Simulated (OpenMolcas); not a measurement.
## Cu3+ in MgO: curves along the breathing mode

Cu3+ with its 6 nearest oxide ions, on the Mg site of MgO (a = 4.2112 Å, distance in the model lattice 2.106 Å). The rest of the host is ab initio model potentials to 7.6 Å, with orthogonalisation functions on the cations behind the ligands, and point charges beyond; the distance is set by hand and nothing relaxes, and no local charge compensation is placed. Ligand basis ANO-RCC-VDZP.

* Program: OpenMolcas 26.06
* Method: CASSCF
* Basis: ANO-RCC-VDZP [5s4p2d1f]
* Scalar Hamiltonian: DKH2, point nucleus
* Active space: 8 electrons in 5 orbitals (3d)
* State averaging: 2S+1 = 3 even, 10 roots; 2S+1 = 1 even, 15 roots
* Spin-orbit coupling: RASSI with atomic mean-field integrals over the reference wave functions

Spin-free energies (labels of O, the rotations of Oh) in cm-1 above the lowest fitted minimum, as all ligands move together:

```
R (Å)    3A2    3T2     1E    3T1    1A1    1T2    1T1
1.854   7760  23290  23940  32650  35450  39470  44980
1.898   2510  16750  18470  25720  29690  32750  38250
1.941    230  13350  15900  22000  26840  29160  34630
1.985    450  12540  15740  20910  26410  28110  33530
2.029   2980  14100  17760  22240  28180  29400  34760
2.072   7490  17660  21610  25640  31810  32670  37970
2.116  14070  23160  27280  31050  37270  37880  43130
```

Cubic fits give the following; the wavenumber is harmonic, with the mass of all moving ligands, small differences in it between states hang on the degree of the fit, a number in brackets counts states of one label, and the table is a selection of at most 14 states with clean curves.

```
 State  R0 (Å)  Breathing mode (cm-1)  Minimum (cm-1)
   3A2   1.959                    674               0
   3T2   1.977                    669           12480
    1E   1.966                    653           15500
   3T1   1.982                    672           20870
   1A1   1.971                    651           26270
   1T2   1.982                    661           28070
   1T1   1.983                    659           33500
3T1(2)   1.986                    677           35690
1T2(2)   1.990                    677           47460
 1E(2)   1.989                    682           47490
1A1(2)   2.000                    640           73500
```

The minimum of 3T2 is shifted by +0.0179 Å against 3A2 (from the unrounded fits). With M = 96.0 u for the moving shell, the Huang-Rhys factor in this mode is S = M ω ΔR² / 2ħ = 0.01483 × 96.0 × 674 × 0.0179² = 0.31. Only the first shell moves, against a rigid host.

Without dynamic correlation the repulsion within the d shell is too large (B by tens of per cent), so at a given field states of lower spin stand too high. Ligand-to-metal charge-transfer states are missing. With no ligand orbital active B as a rule stays too high, so bands that hang on it stand too high and its fall with covalency is understated. With metal d orbitals alone and no dynamic correlation 10Dq can be off by a tenth to a fifth, either way, in oxide and fluoride hosts. The least metal-like active orbital is 77 % on the metal (Löwdin) and no ligand orbital is active, so the numbers are rough (holds for R = 1.854; R = 1.898; R = 1.941). The least metal-like active orbital is 76 % on the metal (Löwdin) and no ligand orbital is active, so the numbers are rough (holds for R = 1.985). The least metal-like active orbital is 74 % on the metal (Löwdin) and no ligand orbital is active, so the numbers are rough (holds for R = 2.029). The least metal-like active orbital is 73 % on the metal (Löwdin) and no ligand orbital is active, so the numbers are rough (holds for R = 2.072). The least metal-like active orbital is 71 % on the metal (Löwdin) and no ligand orbital is active, so the numbers are rough (holds for R = 2.116). No measured value stands beside these numbers.
